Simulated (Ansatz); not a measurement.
The cluster Si2Se4. Charge 0, multiplicity 1. Geometry PBE0-D4/def2-SVP, basis def2-TZVP, Ansatz.

Cartesian coordinates in Å:
```
Si -0.3381 0.8588 0.0221
Si 0.0118 -2.1271 -0.3441
Se 1.6974 -0.3066 -0.7375
Se 0.9168 -0.6719 1.4924
Se -1.8187 -0.6663 -0.7458
Se -0.4691 2.9131 0.3129
```

```json
{"run": "A", "HOMO (eV)": "-5.75", "LUMO (eV)": "-4.01"}
{"run": "B", "HOMO (eV)": "-5.92", "LUMO (eV)": "-4.24"}
{"run": "C", "HOMO (eV)": "-8.84", "LUMO (eV)": "-1.21"}
{"run": "D", "HOMO (eV)": "-6.01", "LUMO (eV)": "-4.01"}
{"run": "E", "HOMO (eV)": "-6.74", "LUMO (eV)": "-3.23"}
```

Another isomer (singlet) lies 1.07 eV lower at PBE0-D4/def2-TZVP; other spin states weren't run for this one.

**Question.** The runs used LDA (SPW92), PBE, PBE0, r2SCAN, ωB97X-V. Estimate which is which.

**Answer.** A PBE (0 % exact exchange); B LDA (SPW92) (0 % exact exchange); C ωB97X-V (range-separated); D r2SCAN (0 % exact exchange); E PBE0 (25 % exact exchange). Exact exchange lowers occupied and raises empty levels; among semilocal functionals meta-GGAs tend to open the gap a little, and such runs are hard to tell apart. The gap grows from 1.68 eV (LDA (SPW92)) to 7.63 eV (ωB97X-V).
